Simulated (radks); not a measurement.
Effect of the nuclear size on the calcium ion Ca+, [Ar] 4s1. All-electron calculation, Dirac Kohn-Sham, LDA (Slater exchange, Perdew-Wang correlation), spin-unpolarised, spherical densities, finite nucleus; Fermi nuclear charge, rms radius 3.4776 fm. Program: a radial shooting solver on a logarithmic mesh with Libxc functionals. The rms radius is varied about that value; shifts are against it.

rms radius (fm)  total energy shift (eV)  density at nucleus (e/bohr^3)  1s1/2 shift (meV)  2s1/2 shift (meV)  2p1/2 shift (meV)  3s1/2 shift (meV)
2.9073                          -0.00904                           6149              -3.82             -0.301              0.047             -0.036
3.3072                          -0.00287                           6129              -1.21             -0.095              0.015             -0.011
3.4776                                 0                           6121              0.000              0.000              0.000              0.000
3.7662                           0.00517                           6108               2.18              0.172             -0.027              0.021
4.2844                            0.0155                           6088               6.53              0.515             -0.080              0.062

Slopes of the eigenvalues against <r^2> in GHz/fm^2, as finite differences over the two radii next to the reference (eigenvalue slopes, not the field-shift constants of lines): 1s1/2 253, 2s1/2 19.9, 2p1/2 -3.11, 3s1/2 2.40.
